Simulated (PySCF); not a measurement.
**InTe: energy against distance**

Set-up: In cc-pVDZ-PP with ECP28, Te cc-pVDZ-PP with ECP28; scalar-relativistic core potentials (PySCF 2.14). Energies in eV from In + Te in their ground configurations at the same level. State: ²Π (doublet), unpaired electrons π ↑.

All columns are r²SCAN0. A positive dipole means In(−)Te(+).

| R (Å) | E (eV) | μ (D) | Mulliken charge on In (basis-dependent) | HOMO (eV) | LUMO (eV) | Mayer bond order | ⟨S²⟩ |
| --- | --- | --- | --- | --- | --- | --- | --- |
| 2.466 | -1.873 | -0.39 | 0.16 | -5.85 | -4.55 | 1.29 | 0.75 |
| 2.580 | -2.274 | -1.08 | 0.21 | -5.96 | -4.31 | 1.23 | 0.75 |
| 2.695 | -2.483 | -1.77 | 0.25 | -6.02 | -4.08 | 1.18 | 0.76 |
| 2.781 | -2.551 | -2.28 | 0.28 | -6.05 | -3.92 | 1.15 | 0.76 |
| 2.867 | -2.562 | -2.79 | 0.30 | -6.00 | -3.77 | 1.11 | 0.76 |
| 2.953 | -2.531 | -3.28 | 0.32 | -5.85 | -3.62 | 1.09 | 0.76 |
| 3.068 | -2.443 | -3.92 | 0.35 | -5.67 | -3.45 | 1.05 | 0.76 |
| 3.211 | -2.282 | -4.69 | 0.37 | -5.46 | -3.26 | 1.01 | 0.76 |
| 3.383 | -2.049 | -5.55 | 0.39 | -5.24 | -3.07 | 0.98 | 0.76 |
| 3.612 | -1.713 | -6.58 | 0.41 | -5.00 | -2.89 | 0.93 | 0.78 |

A fit through these points gives, at Re = 2.844 Å, μ = -2.65 D and dμ/dR = -5.84 D/Å; the reduced mass is 60.97 u.

Q: How strong is the fundamental in the double-harmonic approximation, I = 42.26·(dμ/dR)²/μred km/mol?

A: I = 42.26·(-5.84)²/60.97 = 23.6 km/mol at r²SCAN0.

These are scalar-relativistic numbers at best; spin–orbit coupling would shift them, the dissociation energy most. The state was picked by a PBE0 search and need not be the measured ground state.
